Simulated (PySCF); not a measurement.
# Electron affinity of K by level of theory

K- [Ar] 4s2 (1S) → K [Ar] 4s1 (2S), as a difference of total energies. Calculation: PySCF 2.14, in aug-cc-pwCVTZ-X2C (9s8p6d3f, 84 functions); scalar relativity by spin-free X2C-1e. Correlated levels: nothing frozen. The calculations carry no spin-orbit coupling.

Q: Order these methods by the electron affinity they give, lowest first.
A. CCSD(T) (all electrons)
B. UHF
C. MP2 (all electrons)
D. CCSD (all electrons)

A: B (-0.088 eV), C (0.337 eV), D (0.458 eV), A (0.493 eV).

Errors of the correlated levels include the incompleteness of this basis.

A negative affinity means that the anion lies above the atom at that level of theory.

The coupled-cluster amplitudes are large for K- (T1 above 0.03 or a double amplitude above 0.15), so a single reference is strained.

For comparison: 0.501 eV (measured; photodetachment measurements, as compiled on the Wikipedia data page of electron affinities).
